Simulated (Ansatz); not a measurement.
Frontier orbitals of CF₃NOSi, SMILES `O=C=N[Si](F)(F)F`.

```xyz
7

O     2.3069    0.6496   -1.8510
C     1.4202    0.3812   -1.1567
N     0.5035    0.0957   -0.4459
Si   -0.7486   -0.2060    0.6049
F    -1.4003   -1.5935    0.2855
F    -1.8494    0.9010    0.4796
F    -0.2325   -0.2279    2.0835
```

Charge 0, multiplicity 1. The geometry is a stationary point of PBE0-D4/def2-TZVP. It is one conformer, not always the lowest. Basis def2-TZVPP, Ansatz.

```tsv
functional	HOMO (eV)	LUMO (eV)	gap (eV)
LDA (SPW92)	-8.65	-1.33	7.32
PBE	-8.38	-0.98	7.40
PBE0	-9.89	0.06	9.95
ωB97M-V	-12.15	2.15	14.30
```

From PBE to PBE0 the HOMO moves by −1.51 eV and the LUMO by +1.04 eV, and with ωB97M-V by −3.77 and +3.12 eV, so the gap grows from 7.40 to 14.30 eV with exact exchange. A positive LUMO is unbound and depends on the basis.
